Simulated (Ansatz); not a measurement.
Start from `CC(O)(S)S` and change one atom or group to get `OC(S)(S)[SeH]`.

Ansatz, PBE0-D4/def2-TZVP geometries, multiplicity 1. Each molecule was computed in one conformer, which needn't be the lowest.

Scalar relativity is left out up to krypton.

| property | `CC(O)(S)S` |
| --- | --- |
| size of the dipole moment (PBE/def2-TZVPP) / D | 0.68 |
| HOMO–LUMO gap (B3LYP/def2-TZVPP) / eV | 6.09 |
| HOMO energy (PBE0/def2-TZVPP) / eV | -7.04 |
| HOMO energy (B3LYP/def2-TZVPP) / eV | -6.80 |
| HOMO energy (ωB97M-V/def2-TZVPP) / eV | -9.24 |
| LUMO energy (PBE/def2-TZVPP) / eV | -1.43 |

What does the change do to each property? (Estimate.)

The calculation gave: 
```
                                      property  `OC(S)(S)[SeH]`  shift
size of the dipole moment (PBE/def2-TZVPP) / D             1.29   0.61
         HOMO–LUMO gap (B3LYP/def2-TZVPP) / eV             5.35  -0.74
            HOMO energy (PBE0/def2-TZVPP) / eV            -6.95   0.09
           HOMO energy (B3LYP/def2-TZVPP) / eV            -6.71   0.09
         HOMO energy (ωB97M-V/def2-TZVPP) / eV            -9.11   0.13
             LUMO energy (PBE/def2-TZVPP) / eV            -2.05  -0.62
```

With PBE0 the HOMO rises by 0.09 eV and the LUMO falls by 0.68 eV, so the gap narrows by about 0.77 eV. PBE moves the HOMO by 0.05 eV and ωB97M-V by 0.13 eV. Dipoles are sizes alone; their direction can turn.

B3LYP here is the variant with VWN-RPA as its local correlation; programs differ in this.

Spin–orbit coupling is left out; it splits and shifts lone-pair levels of the heavy atoms by tenths of an eV.
